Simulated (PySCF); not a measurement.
Method: M06-2X/def2-TZVP in PySCF. Gas-phase values, no solvent. One relaxed conformer stands for a flexible species; it need not be the lowest. Excitations are Tamm–Dancoff values on a coarser integration grid. The basis has no diffuse functions, so Rydberg states are missing or too high.

Reference species (SMILES): `BC=C` (neutral, multiplicity 1).

The HOMO–LUMO gap is 8.52 eV, the T1 excitation (TDA) is 3.90 eV and the LUMO comes out as -1.12 eV. The HOMO is -9.64 eV.

Changed species: `BCC` (X = ethyl; the reference has X = vinyl).

### Question
Predict the effect on the HOMO–LUMO gap, T1 excitation (TDA), LUMO and HOMO.

### Answer
the HOMO–LUMO gap rises by 1.16 eV, to 9.68 eV; the T1 excitation (TDA) goes up by 1.30 eV, to 5.20 eV; the LUMO goes up by 0.75 eV, to -0.37 eV; the HOMO falls by 0.41 eV, to -10.05 eV.
